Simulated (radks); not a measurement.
Question: All-electron calculation, scalar-relativistic Kohn-Sham, PBE, spin-polarised, spherical densities, finite nucleus; Fermi nuclear charge, rms radius of each element as measured or else 0.836 A^(1/3) + 0.57 fm. Program: a radial shooting solver on a logarithmic mesh with Libxc functionals. Response by self-consistent Sternheimer equations with the Hartree and adiabatic LDA kernel, the relativistic mass of each level held fixed and spin-orbit coupling left out. Rank Ar, Mn7+, V5+, Ca2+, Ti4+, Sc3+, Cr6+, Fe8+, K+ (NIST ground configurations) by static dipole polarisability, largest first.

Answer: Ar 12.01, K+ 5.721, Ca2+ 3.331, Sc3+ 2.154, Ti4+ 1.489, V5+ 1.079, Cr6+ 0.8094, Mn7+ 0.6242, Fe8+ 0.4921 bohr^3.
